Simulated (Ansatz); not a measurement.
C3H7In, SMILES C=[CH][InH][CH3].

Geometry optimised at r2SCAN-D4/def2-SVP. The structure was generated by enumeration; whether it is a known compound was not checked. The def2 effective core potentials stand for the cores of In; spin–orbit coupling is left out. The values are those of a single conformer.

Two levels are set side by side: PBE/def2-SVPD (Ansatz, an electronic-structure program) and CAM-B3LYP/def2-SVPD (Ansatz). Energy differences of separate SCF runs at the same geometry; the states with an electron removed or added have multiplicity 2 and 2. Differences are taken from unrounded values.

```
quantity                           CAM-B3LYP   PBE  PBE minus CAM-B3LYP
---------------------------------  ---------  ----  -------------------
vertical ionisation energy (eV)         9.38  8.97                -0.42
vertical singlet–triplet gap (eV)       4.01  3.79                -0.22
```
